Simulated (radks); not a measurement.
Values are calculated unless marked as measured or tabulated.
The promethium ion Pm13+, configuration [Ar] 3d10 4s2 4p5 4d10 4f1 5s2 (not the ground configuration). Level of theory: scalar-relativistic Kohn-Sham, r2SCAN, spin-polarised, spherical densities, finite nucleus; open shells are filled with parallel spins first (spin-orbit coupling, left out, can overturn this in heavy ions); meta-GGA in the generalised Kohn-Sham scheme; Fermi nuclear charge, rms radius 4.962 fm (a radial shooting solver on a logarithmic mesh with Libxc functionals).

Radial electron density D(r) = 4 pi r^2 rho(r):

r (bohr)   D(r) (e/bohr)    spin D(r)
0.0009424          3.072    0.0000402
0.001071           3.804    0.0000510
0.001227           4.761    0.0000659
0.001406           5.943    0.0000857
0.001598           7.301     0.000110
0.001831           9.053     0.000146
0.002097           11.18     0.000194
0.002384           13.57     0.000257
0.002731           16.60     0.000351
0.003129           20.16     0.000486
0.003556           24.06     0.000669
0.004074           28.81     0.000955
0.00463            33.85      0.00135
0.005305           39.76      0.00198
0.006078           46.16      0.00293
0.006908           52.47      0.00427
0.007914           59.24      0.00639
0.009067           65.75      0.00960
0.01031            71.27       0.0140
0.01181            76.06       0.0210
0.01353            79.35       0.0310
0.01537            80.77       0.0444
0.01761            80.44       0.0640
0.02018            78.44       0.0906
0.02293            75.62        0.123
0.02628            72.63        0.165
0.0301             70.95        0.215
0.03421            71.70        0.264
0.0392             75.76        0.313
0.04491            83.09        0.348
0.05104            91.79        0.356
0.05848            100.6        0.326
0.06646            106.0        0.259
0.07614            106.4        0.157
0.08724            101.0       0.0547
0.09915            92.41      0.00376
0.1136             83.65       0.0497
0.1301             79.52        0.227
0.1479             81.62        0.489
0.1695             88.02        0.769
0.1942             92.81        0.921
0.2207             90.31        0.877
0.2528             78.17        0.694
0.2896             60.04        0.598
0.3292             44.36        0.837
0.3771             35.31         1.56
0.4321             34.93         2.61
0.4911             38.20         3.48
0.5626             39.33         3.86
0.6446             34.96         3.54
0.7326             27.08         2.79
0.8394             18.08         1.86
0.954              11.40         1.12
1.093              6.766        0.568
1.252              3.949        0.250
1.423              2.220       0.0966
1.63               1.022       0.0271
1.868             0.3675      0.00496
2.123             0.1061     0.000408
2.432            0.02011   -0.0000915
2.787           0.002553   -0.0000301
3.167          0.0002424  -0.00000442

D(r) has 4 maxima, at r = 0.0160, 0.0720, 0.199, 0.545 bohr, and minima at 0.0311, 0.132, 0.405 bohr, inside which lie 1.96, 11.20, 29.13 electrons.
